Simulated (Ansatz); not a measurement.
# Relaxing a trial structure of CH2Al2F+

The starting geometry of this gas-phase singlet was optimised with GFN2-xTB.

```tsv
atom	x (Å)	y (Å)	z (Å)
C	0.5048	2.0114	-0.0166
Al	-1.0308	0.7609	-0.2411
Al	1.0318	1.2776	-1.8335
F	-2.3879	-0.1309	-0.0949
H	0.1304	3.0398	0.1398
H	1.0486	1.7649	0.9138
```

Q: Where would you expect an optimisation with B3LYP-D3(BJ)/def2-SVP to take it?

A: A bond breaks, giving a structure given below by its coordinates. Contacts that open: Al2–Al3 (2.66 → 3.63 Å).

The energy falls by 0.64 eV over 12 steps:

| step | E − E(last) (eV) |
| --- | --- |
| 1 | 0.644 |
| 2 | 0.565 |
| 3 | 0.415 |
| 5 | 0.032 |
| 6 | 0.009 |
| 7 | 0.003 |
| 8 | 0.001 |
| 10 | 0.000 |
| 11 | 0.000 |
| 12 | 0.000 |

Final geometry (Å):

```xyz
6

C     0.3443    1.8083   -0.1543
Al   -1.2442    0.8662    0.1825
Al    1.6368    1.7067   -1.8515
F    -2.5312   -0.1317    0.0709
H     0.0774    2.8850   -0.0853
H     1.0137    1.5892    0.7053
```

Frequencies at the end are all real (lowest 79 cm⁻¹). Run with Ansatz 0.2.0, 32 s on 1 thread of AMD EPYC 7R43 64-Core Processor (Zen 3), on a shared host.
